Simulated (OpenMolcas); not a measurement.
Which level was it?

CH3AlF2O: 8 atoms, total charge 0, spin state singlet. SMILES: `C[O][Al]([F])[F]`. The coordinates come from a PBE0-D4/def2-TZVP relaxation.

```xyz
8

C    -0.2390    0.9007    0.8815
O    -0.4598   -0.3163    0.2226
Al    0.2276   -1.1563   -1.0353
F    -0.3926   -2.6027   -1.4745
F     1.5203   -0.5812   -1.8618
H     0.6096    1.4542    0.4652
H    -0.0428    0.7157    1.9416
H    -1.1311    1.5289    0.8048
```

A calculation with OpenMolcas 26.06 gave:

```yaml
total_energy: -557.4472 Eh
dipole_moment: 2.03 D
HOMO_energy: -6.97 eV
LUMO_energy: -1.34 eV
HOMO–LUMO_gap: 5.62 eV
largest_force: 0.690 eV/Å
```

**Question.** Which of these levels gave the numbers?
A. TPSS/6-31G* (spherical functions)
B. HF/STO-3G
C. BLYP/6-31G* (spherical functions)
D. PBE0/6-31G* (spherical functions)

**Answer.** A. The others give -556.9729 Eh (PBE0/6-31G* (spherical functions)), -557.3519 Eh (BLYP/6-31G* (spherical functions)), -548.2029 Eh (HF/STO-3G).
